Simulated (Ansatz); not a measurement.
The HOMO–LUMO gap down a group: O to Se

One atom is swapped for its congeners: SnH2(OH)Cl; SnH2(SH)Cl; SnH2(SeH)Cl. All are singlets with charge 0.

Shapes, held fixed at every level: PBE0-D4/def2-TZVP. Flexible molecules stand in one conformer, not always the lowest. Programs: Ansatz 0.2.0. Values in eV.

| level | SnH2(OH)Cl | SnH2(SH)Cl | SnH2(SeH)Cl |
| --- | --- | --- | --- |
| SPW92/def2-TZVPP | 5.30 | 4.36 | 3.94 |
| r2SCAN-D4/def2-TZVPP | 6.07 | 5.02 | 4.56 |
| B3LYP-D4/def2-TZVPP | 7.29 | 6.07 | 5.53 |
| BHLYP-D4/def2-TZVPP | 10.06 | 8.64 | 7.96 |
| PBE0-D4/def2-TZVPP | 7.87 | 6.63 | 6.07 |
| wB97M-V/def2-TZVPP | 11.91 | 10.70 | 10.07 |
| wB97X-V/def2-TZVPP | 12.35 | 11.06 | 10.39 |

At wB97X-V/def2-TZVPP the HOMO–LUMO gap falls at every step, from 12.35 to 10.39 eV. Every level shows the same order. For atoms past krypton def2 sets carry core potentials with scalar relativity. Relativity is left out for Se unless named. Orbital gaps aren't excitation energies, and the LUMO depends on the basis.
